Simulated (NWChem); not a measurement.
Molecule: C₂H₅ClOSi; SMILES C=CO[SiH2]Cl

All runs: NWChem. The geometry was optimised at PBE0/def2-SVP. Level: PBE0/def2-SVP with SMD, gas-phase geometry; reactions with the solvents are ignored. One conformer.

```csv
SMD term (kcal/mol),water,toluene
distortion of the solute's density,0.60,0.13
polarisation,-4.31,-1.89
"cavity, dispersion and structure",4.14,-1.27
```

### Question
Sum the solvation free energies, find the transfer free energy from water to toluene and the partition coefficient at 298.15 K.

### Answer

1. ΔG(solv, water) = 0.43 kcal/mol and ΔG(solv, toluene) = -3.03 kcal/mol (1 M gas to 1 M solution).
2. Transfer: -3.03 − (0.43) = -3.46 kcal/mol.
3. log₁₀ K(toluene/water) = −ΔG/(RT ln 10) = 3.46/1.364 = 2.5, so the model puts more of the solute in toluene.
4. Of the transfer energy, 1.95 kcal/mol is electrostatic and -5.41 comes from the non-electrostatic term. The two phases are taken as the pure solvents.
